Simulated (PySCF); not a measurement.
## Electron correlation in Rh (rhodium, neutral)

[Kr] 4d8 5p1, one real determinant (an excited configuration). Computed with PySCF 2.14 in x2c-TZVPPall (8s6p6d2f1g, 79 functions), with scalar relativity by spin-free X2C-1e. Frozen: [Ar] 3d10; 17 electrons correlated.

```csv
level,correlation energy (mhartree)
CCSD,-514.94
(T),-15.68
CCSD(T),-530.62
```

Diagnostics: T1 = 0.014, D1 = 0.0694, largest double amplitude 0.040.

The real determinant used has ⟨L²⟩ near 14 against 20 for a pure G term, so it mixes terms.

Cost of the coupled-cluster step: of the order of 40 core-seconds, for 17 correlated electrons.

Iterations:

```
CC2 = 0
CCSD nocc = (np.int64(10), np.int64(7)), nmo = (65, 65)
frozen orbitals [[0, 1, 2, 3, 4, 5, 6, 7, 8, 9, 10, 11, 12, 13], [0, 1, 2, 3, 4, 5, 6, 7, 8, 9, 10, 11, 12, 13]]
max_cycle = 100
direct = 0
conv_tol = 1e-08
conv_tol_normt = 1e-06
diis_space = 8
diis_start_cycle = 0
Init t2, MP2 energy = -0.522084932206041
Init E_corr(UCCSD) = -0.522084932207929
cycle = 1  E_corr(UCCSD) = -0.503615858583323  dE = 0.0184690736  norm(t1,t2) = 0.0697193
cycle = 2  E_corr(UCCSD) = -0.513952051396265  dE = -0.0103361928  norm(t1,t2) = 0.0253187
cycle = 3  E_corr(UCCSD) = -0.513693777513401  dE = 0.000258273883  norm(t1,t2) = 0.0150857
cycle = 4  E_corr(UCCSD) = -0.514896457474245  dE = -0.00120267996  norm(t1,t2) = 0.00891455
cycle = 5  E_corr(UCCSD) = -0.515005921656518  dE = -0.000109464182  norm(t1,t2) = 0.00268768
cycle = 6  E_corr(UCCSD) = -0.514864137560612  dE = 0.000141784096  norm(t1,t2) = 0.00163306
cycle = 7  E_corr(UCCSD) = -0.514927880126524  dE = -6.37425659e-05  norm(t1,t2) = 0.000828073
cycle = 8  E_corr(UCCSD) = -0.514966843562614  dE = -3.89634361e-05  norm(t1,t2) = 0.000450002
cycle = 9  E_corr(UCCSD) = -0.514940079147078  dE = 2.67644155e-05  norm(t1,t2) = 0.000256981
cycle = 10  E_corr(UCCSD) = -0.514938729081184  dE = 1.35006589e-06  norm(t1,t2) = 0.000104068
cycle = 11  E_corr(UCCSD) = -0.514942037186312  dE = -3.30810513e-06  norm(t1,t2) = 7.70992e-05
cycle = 12  E_corr(UCCSD) = -0.514943846759108  dE = -1.8095728e-06  norm(t1,t2) = 0.000139894
cycle = 13  E_corr(UCCSD) = -0.514942269339925  dE = 1.57741918e-06  norm(t1,t2) = 5.37927e-05
cycle = 14  E_corr(UCCSD) = -0.514942616128293  dE = -3.46788368e-07  norm(t1,t2) = 1.99734e-05
cycle = 15  E_corr(UCCSD) = -0.51494234378215  dE = 2.72346143e-07  norm(t1,t2) = 7.78707e-06
cycle = 16  E_corr(UCCSD) = -0.514942443744074  dE = -9.99619241e-08  norm(t1,t2) = 3.86391e-06
cycle = 17  E_corr(UCCSD) = -0.514942539060928  dE = -9.53168539e-08  norm(t1,t2) = 1.93869e-06
cycle = 18  E_corr(UCCSD) = -0.514942573221395  dE = -3.41604673e-08  norm(t1,t2) = 9.87341e-07
cycle = 19  E_corr(UCCSD) = -0.514942566810155  dE = 6.41123965e-09  norm(t1,t2) = 3.80443e-07
UCCSD converged
E(UCCSD) = -4781.591938781866  E_corr = -0.5149425668101555
UCCSD(T) correction = -0.0156774805455106
```

The basis was made for the ground configuration and has no added diffuse functions, which can raise the energy of the promoted electron.

The reference is one real determinant that mixes LS terms of this configuration.

This basis was not built for core-valence correlation, so the inner-shell part is incomplete.
